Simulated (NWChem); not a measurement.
System: CH2ClF; SMILES FCCl

Here is an NWChem input.

```
start job
memory heap 200 mb stack 900 mb global 1100 mb
geometry units angstroms noautoz
  F      0.389191     1.505790     0.000000
  C     -0.571544     0.565043     0.000000
  Cl     0.131186    -1.062862     0.000000
  H     -1.185066     0.659826     0.907841
  H     -1.185066     0.659826    -0.907841
end
basis spherical
  * library def2-svp
end
dft
  xc xpbe96 cpbe96
  iterations 150
  vectors input atomic output neutral.movecs
end
task dft energy
charge 1
dft
  odft
  mult 2
  vectors input atomic output cation.movecs
end
task dft energy
```

Structure relaxed at the PBE0/def2-SVP level.

Ions are spin-unrestricted doublets at the neutral geometry; other ion states weren't tried.

Problem. Give the results of this calculation. (PBE/def2-SVP, vertical spin-unrestricted ions.) Quantities: vertical ionisation energy, ΔSCF (eV); −ε(HOMO) (eV).

Solution. The vertical ionisation energy, ΔSCF (eV) comes out as 11.05 and the −ε(HOMO) (eV) is 6.99.
